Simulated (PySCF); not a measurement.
Si(Me)2(Cl)2 (C2H6Cl2Si), SMILES [Si](C)(Cl)(C)Cl.

The structure is a stationary point at TPSSh-D3(BJ)/def2-SVP. The isomer is the one that the SMILES or the coordinates give; other isomers of the formula were not compared.

Two levels are set side by side: TDA-PBE/def2-SVPD (PySCF) and TDA-LC-ωPBE/def2-SVPD (PySCF). Vertical, same geometry. The lowest singlet is HOMO→LUMO 98 % with PBE and HOMO→LUMO+1 43 %, HOMO→LUMO 19 %, HOMO→LUMO+4 18 % with the other functional; states are paired by order. Differences are taken from unrounded values.

```json
[
 {"quantity": "lowest singlet excitation (eV)", "TDA-LC-ωPBE": "8.41", "TDA-PBE": "6.94", "TDA-PBE minus TDA-LC-ωPBE": "-1.47"},
 {"quantity": "lowest triplet excitation (TDA) (eV)", "TDA-LC-ωPBE": "7.90", "TDA-PBE": "6.68", "TDA-PBE minus TDA-LC-ωPBE": "-1.22"},
 {"quantity": "first bright state (f over 0.05) (eV)", "TDA-LC-ωPBE": "9.02", "TDA-PBE": "6.94", "TDA-PBE minus TDA-LC-ωPBE": "-2.08"},
 {"quantity": "its oscillator strength", "TDA-LC-ωPBE": "0.08", "TDA-PBE": "0.07", "TDA-PBE minus TDA-LC-ωPBE": "-0.02"}
]
```

Functionals without exact exchange tend to place singlet excitations lower, as here. Differences between two approximate levels are no errors against the true value.

Rough cost on one machine, each run with all the roots and properties that it gave: TDA-LC-ωPBE against TDA-PBE about 4 times.
